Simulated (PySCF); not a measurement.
PySCF input file for CdCl2, SMILES [Cd]([Cl])[Cl], PBE-D3(BJ)/def2-TZVP. Geometry optimised at PBE-D3(BJ)/def2-TZVP. The isomer is the one that the SMILES or the coordinates give; other isomers of the formula were not compared. The def2 effective core potentials stand for the cores of Cd; spin–orbit coupling is left out.

```python
import numpy as np
from pyscf import gto, scf, dft, df
from pyscf.hessian import thermo

mol = gto.M(
    atom='''
    Cd    0.00000000    0.00000000    0.00000000
    Cl    0.00000000    0.00000000   -2.27657621
    Cl    0.00000000    0.00000000    2.27657621
    ''',
    basis='def2-TZVP',
    ecp={'Cd': 'def2-tzvp'},
    charge=0,
    spin=0,
    max_memory=1600,
    verbose=3,
)
mf = dft.RKS(mol, xc='pbe').density_fit(auxbasis='def2-universal-jkfit')
mf.disp = 'd3bj'
mf.grids.level = 3
mf.conv_tol = 1e-11
mf.max_cycle = 100
mf.kernel()

# [left out here: the lines that compute and print the analytic Hessian (its translational invariance restored by hand, since the grid's response is missing), thermochemistry and intensities]
```

Program output:

```
converged SCF energy = -1087.91923203905

WARN: DFTD3 does not support analytical Hessian, using finite difference


WARN: Mole.unit (angstrom) is changed to Bohr

Mode                                 0                   1                   2
Irrep
Freq [cm^-1]                       86.1425             86.1425            316.6065
Reduced mass [au]                  48.2182             48.2182             35.4500
Force const [Dyne/A]                0.2108              0.2108              2.0937
Char temp [K]                     123.9399            123.9399            455.5262
Normal mode                   x     y     z       x     y     z       x     y     z
       0  Cd                -0.06  0.00 -0.00    0.00  0.06  0.00   -0.00 -0.00 -0.00
       1  Cl                 0.09 -0.01  0.00   -0.01 -0.09 -0.00    0.00  0.00 -0.12
       2  Cl                 0.09 -0.01  0.00   -0.01 -0.09  0.00    0.00  0.00  0.12
Mode                                 3
Irrep
Freq [cm^-1]                      408.8887
Reduced mass [au]                  48.2182
Force const [Dyne/A]                4.7498
Char temp [K]                     588.2998
Normal mode                   x     y     z
       0  Cd                -0.00 -0.00  0.06
       1  Cl                 0.00  0.00 -0.09
       2  Cl                 0.00  0.00 -0.09
temperature 298.1500 [K]
pressure 101325.00 [Pa]
Rotational constants [GHz] inf 1.37533 1.37533
Symmetry number 2
Zero-point energy (ZPE) 0.00205 [Eh]   5369.918 [J/mol]
                           tot       elec      trans        rot        vib
Entropy [J/mol/K]       287.054      0.000    173.738     72.523     40.793
Cv [J/mol/K]             50.118      0.000     12.472      8.314     29.332
Cp [J/mol/K]             58.432      0.000     20.786      8.314     29.332
Internal energy [J/mol]                      3718.434   2478.956  11207.973
Internal energy [Eh]   -1087.91260  -1087.91923
Enthalpy [J/mol]                             6197.391   2478.956  11207.973
Enthalpy [Eh]          -1087.91166
Gibbs free energy [J/mol]                  -45602.683 -19143.661   -954.450
Gibbs free energy [Eh] -1087.94426
mode   freq/cm-1   IR/(km/mol)
   1       86.14         9.037
   2       86.14         9.037
   3      316.61         0.000
   4      408.89        58.181
max |gradient| / (hartree/bohr): 2.0369560967637367e-06
APT charges: [ 0.9602 -0.4801 -0.4801]
```

The run converged.

Cost: around 60 core-seconds (rough).
